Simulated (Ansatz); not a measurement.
Species: CH₅BSi, SMILES `B[SiH]=C` (charge 0, multiplicity 1).

Problem. Give a relaxed geometry from r2SCAN-D4/def2-TZVP (Ansatz, an electronic-structure program).

Solution. One answer among several that fit: the end point of this relaxation, one of several conformers (outside a Z-matrix the atoms follow the SMILES, hydrogens last).
Z-matrix (Å, degrees):
```
Si
C 1 1.7280
H 2 1.0851 1 124.75
H 2 1.0858 3 114.65 1 -179.99
H 1 1.4844 2 116.85 3 0.04
B 1 1.9626 5 123.64 2 179.97
H 6 1.1930 1 123.32 5 -0.07
H 6 1.1942 7 119.01 1 180.00
```
